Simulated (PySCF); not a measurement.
Species: SnEtF3, C2H5F3Sn.
Structure used (PBE0-D3(BJ)/def2-SVP), in Å, numbered top down from 1:
```xyz
11
C2H5F3Sn angstrom
Sn    -0.2535   -0.4800   -1.4311
C     -0.2946   -0.4143    0.7002
C      0.4824    0.7752    1.2429
H      0.1202   -1.3796    1.0279
H     -1.3591   -0.3937    0.9775
H      0.4525    0.7750    2.3437
H      1.5395    0.7462    0.9401
H      0.0597    1.7317    0.9012
F      1.5346   -0.4741   -2.1420
F     -1.0953    1.0311   -2.2736
F     -1.0882   -2.0030   -2.2558
```

Computed with PBE0-D3(BJ)/def2-SVP geometry optimisation, gas phase, def2 core potentials past Kr (PySCF).

Which atoms are bound to Sn1, and at what distances?

4 atoms: F11 1.923 Å, F10 1.924 Å, F9 1.924 Å, C2 2.133 Å. The nearest atom not counted as bound is H4, at 2.64 Å (others tie with it).

List the angles at Sn1.

| angle | degrees | distance of the outer atoms (Å) |
| --- | --- | --- |
| C2–Sn1–F11 | 116.4 | 3.45 |
| C2–Sn1–F10 | 113.9 | 3.40 |
| C2–Sn1–F9 | 112.8 | 3.38 |
| F9–Sn1–F11 | 104.3 | 3.04 |
| F10–Sn1–F11 | 104.1 | 3.03 |
| F9–Sn1–F10 | 104.0 | 3.03 |

What is the shape at Sn1?

Distorted tetrahedral: angles from 104.0° to 116.4°; τ4 = (360° − α − β)/141° = 0.92 with α and β the two widest (0 for a square, 1 for a tetrahedron).

What are the other bond lengths?

C2–C3 1.521 Å; C2–H4, C2–H5 1.100 Å; C3–H6, C3–H7, C3–H8 1.100 Å.

Give some angles away from the centre.

Sn1–C2–C3 111.8°.

Point group: near Cs, missed by 0.15 Å at most; the miss may be what the optimiser left on a soft mode. Charge 0, singlet. No PBE0-D3(BJ)/def2-SVP frequencies stand behind this structure, so it isn't proved a minimum.
